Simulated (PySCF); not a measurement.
PySCF (NMR shieldings with GIAOs, density fitting), isolated neutral molecules in closed-shell states, PBE0-D3(BJ)/def2-SVP geometries kept fixed through all settings. Starting from B3LYP/pcSseg-1, one thing was changed at a time: the functional to mPW1PW91, the functional to LDA, the functional to PBE, the functional to CAM-B3LYP.

Changes against B3LYP/pcSseg-1 in 4 molecules:

```csv
molecule,changed to,HOMO energy (eV),mean 13C shielding (ppm),mean 17O shielding (ppm),mean 1H shielding (ppm)
OC/C=C\O[SiH3],mPW1PW91,-0.26,+5.4,+5.5,-0.09
OC/C=C\O[SiH3],LDA,+0.87,-1.2,-2.0,-0.85
OC/C=C\O[SiH3],PBE,+1.03,+2.1,-6.6,-0.31
OC/C=C\O[SiH3],CAM-B3LYP,-1.54,+2.0,+10.2,-0.06
CC(=O)C[SiH2]O,mPW1PW91,-0.30,+4.9,+2.6,-0.09
CC(=O)C[SiH2]O,LDA,+1.16,-1.3,-5.2,-0.79
CC(=O)C[SiH2]O,PBE,+1.34,+2.2,+1.5,-0.29
CC(=O)C[SiH2]O,CAM-B3LYP,-1.69,+1.8,+2.2,-0.04
C=COCO[SiH3],mPW1PW91,-0.26,+4.9,+7.2,-0.09
C=COCO[SiH3],LDA,+0.78,-2.3,-10.4,-0.85
C=COCO[SiH3],PBE,+0.98,+1.9,-10.8,-0.33
C=COCO[SiH3],CAM-B3LYP,-1.57,+1.6,+11.6,-0.06
C=COC[SiH2]O,mPW1PW91,-0.27,+5.0,+5.2,-0.11
C=COC[SiH2]O,LDA,+0.78,-1.0,-4.8,-0.80
C=COC[SiH2]O,PBE,+0.98,+2.6,-7.5,-0.28
C=COC[SiH2]O,CAM-B3LYP,-1.57,+1.4,+9.7,-0.08
```

For `COC(=O)C[SiH3]` the B3LYP/pcSseg-1 run gave HOMO energy -7.69 eV, mean 13C shielding 96.2 ppm, mean 17O shielding 12.7 ppm, mean 1H shielding 28.10 ppm. The changed runs lost their labels:

```tsv
run	HOMO energy (eV)	mean 13C shielding (ppm)	mean 17O shielding (ppm)	mean 1H shielding (ppm)
A	-9.43	98.4	18.1	28.05
B	-6.50	97.5	6.8	27.37
C	-8.03	101.3	17.0	28.02
D	-6.29	98.9	11.7	27.84
```

Problem. Which run belongs to which change?

Solution. A: CAM-B3LYP; B: LDA; C: mPW1PW91; D: PBE.

```json
{"run": "A", "change of HOMO energy (eV), here / mean of the others": "-1.74 / -1.59", "change of mean 13C shielding (ppm), here / mean of the others": "+2.2 / +1.7", "change of mean 17O shielding (ppm), here / mean of the others": "+5.4 / +8.4", "change of mean 1H shielding (ppm), here / mean of the others": "-0.05 / -0.06", "next best match": "mPW1PW91"}
{"run": "B", "change of HOMO energy (eV), here / mean of the others": "+1.19 / +0.90", "change of mean 13C shielding (ppm), here / mean of the others": "+1.3 / -1.4", "change of mean 17O shielding (ppm), here / mean of the others": "-5.9 / -5.6", "change of mean 1H shielding (ppm), here / mean of the others": "-0.73 / -0.82", "next best match": "PBE"}
{"run": "C", "change of HOMO energy (eV), here / mean of the others": "-0.34 / -0.27", "change of mean 13C shielding (ppm), here / mean of the others": "+5.1 / +5.0", "change of mean 17O shielding (ppm), here / mean of the others": "+4.3 / +5.1", "change of mean 1H shielding (ppm), here / mean of the others": "-0.08 / -0.09", "next best match": "CAM-B3LYP"}
{"run": "D", "change of HOMO energy (eV), here / mean of the others": "+1.40 / +1.08", "change of mean 13C shielding (ppm), here / mean of the others": "+2.7 / +2.2", "change of mean 17O shielding (ppm), here / mean of the others": "-1.0 / -5.8", "change of mean 1H shielding (ppm), here / mean of the others": "-0.26 / -0.30", "next best match": "mPW1PW91"}
```

Each run is given to the change whose mean effect on the other molecules lies nearest, every quantity measured in units of its scatter between molecules.

Problem. Would one quantity have been enough? Give each run to the change with the nearest mean effect on that quantity alone.

Solution. mean 1H shielding: 4 of 4 runs rightly; HOMO energy: 3 of 4 runs rightly; mean 13C shielding: 2 of 4 runs rightly; mean 17O shielding: 1 of 4 runs rightly.

Only sets that this rule tells apart clearly are shown.
